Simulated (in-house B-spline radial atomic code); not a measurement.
Configurations of the tellurium ion Te⁵⁺, with energies counted from [Kr] 4d10 5s1. Method: Dirac-Hartree-Fock, average of configuration, Fermi nucleus of rms radius 4.7423 fm. Calculated with an all-electron radial atomic-structure program (B-spline basis). Energies include first-order Breit, QED and recoil terms.

Occupations are held fixed; configurations that lie above the ionisation limit could autoionise.

| configuration | E - E(ref) (eV) | highest orbital | its <r> (bohr) |
| --- | --- | --- | --- |
| [Kr] 4d10 6s1 | 33.421 | 6s1/2 | 3.505 |
| [Kr] 4d10 6g1 | 55.313 | 6g7/2 | 7.289 |
| [Kr] 4d10 9s1 | 58.177 | 9s1/2 | 11.39 |
| [Ar] 3d10 4s2 4p5 4d10 5s1 6g1 | 178.38 | 6g7/2 | 7.246 |
| [Ar] 3d10 4s2 4p5 4d10 5s1 9d1 | 183.43 | 9d5/2 | 13.73 |
| [Ar] 3d10 4s2 4p5 4d10 5s1 8g1 | 184.37 | 8g7/2 | 14.2 |
| [Ar] 3d10 4s2 4p5 4d10 5s1 9f1 | 185.21 | 9f7/2 | 16.8 |
| [Ar] 3d10 4s2 4p5 4d10 5s1 9g1 | 185.99 | 9g7/2 | 18.43 |
| [Ar] 3d9 4s2 4p6 4d10 5s1 5g1 | 627.67 | 5g7/2 | 4.531 |
| [Ar] 3d9 4s2 4p6 4d10 5s1 9p1 | 637.29 | 9p3/2 | 12.08 |

Problem. Order these further configurations by energy, lowest first.
A. [Ar] 3d9 4s2 4p6 4d10 5s1 7p1
B. [Kr] 4d9 5s1 5g1
C. [Kr] 4d9 5s1 9f1
D. [Kr] 4d9 5s1 6f1
E. [Kr] 4d10 8f1

Solution. E (60.313 eV), B (88.496 eV), D (91.833 eV), C (101.34 eV), A (627.43 eV).

Problem. How far above the reference does [Ar] 3d10 4s2 4p5 4d10 5s2 lie?

Solution. 121.16 eV; its least bound orbital is 5s1/2 with <r> = 1.807 bohr.

Problem. How far above the reference does [Ar] 3d9 4s2 4p6 4d10 5s1 5f1 lie?

Solution. 622.7 eV; its least bound orbital is 5f7/2 with <r> = 3.821 bohr.

Problem. How far above the reference does [Kr] 4d9 5s1 8g1 lie?

Solution. 100.48 eV; its least bound orbital is 8g7/2 with <r> = 14.2 bohr.
